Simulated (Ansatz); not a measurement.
```yaml
crystal:
  periodic: [false, false, false]
  atoms:
    - {symbol: Sn, position_ang: [-0.001149, 0.002078, -0.220405]}
    - {symbol: I, position_ang: [0.011888, -0.021398, 2.270853]}
    - {symbol: H, position_ang: [1.504772, 0.010922, -0.691403]}
    - {symbol: H, position_ang: [-0.761571, 1.310452, -0.667192]}
    - {symbol: H, position_ang: [-0.753930, -1.302054, -0.691852]}
basis:
  gaussian: {orbitals: def2-TZVP}
hamiltonian: {xc: {name: r2SCAN}}
correlation: {method: rpa, electrons: all}
scf: {omitted_lower_state_checks: [starts]}
```

```sh
$ ansatz run in.yaml --threads 4 --pin off --events-out ev --progress --plain --max-ram 3916MiB
```

It prints (some lines left out):

```
Functional definition: r2SCAN
1109 factors; integrals over basis functions are off by at most 8.0e-4 eV
mean field evaluation 1: about -13986.1328 eV, gradient 1.5e1 eV
mean field evaluation 2: about -13986.1279 eV, gradient 1.5e1 eV
mean field evaluation 4: about -13986.7034 eV, gradient 4.4e0 eV
mean field evaluation 8: about -13986.7317 eV, gradient 3.4e-2 eV
mean field evaluation 16: about -13986.7317 eV, gradient 6.3e-6 eV
mean field -13986.73167047 eV, -514.0029083426 hartree, gradient 6.3e-6 eV, S^2 0.000000; 0 other end points of the search recorded, 0 dependent functions left out
reference -13925.07613657 eV, -511.7371092634 hartree; 25, 25 occupied and 93, 93 virtual orbitals, 1109 factors
Total energy: -13959.85782665 eV, -513.0153127977 hartree
Checks for a lower state left out: starts
```

Run time 3.3 s (4 threads of Arm Neoverse V2 on a shared host).

In the def2 sets I, Sn take a core potential; there is no spin–orbit coupling. Correlated methods freeze no core orbitals; core or outer-core shells of Sn, I are correlated, in sets that lack core-valence functions.
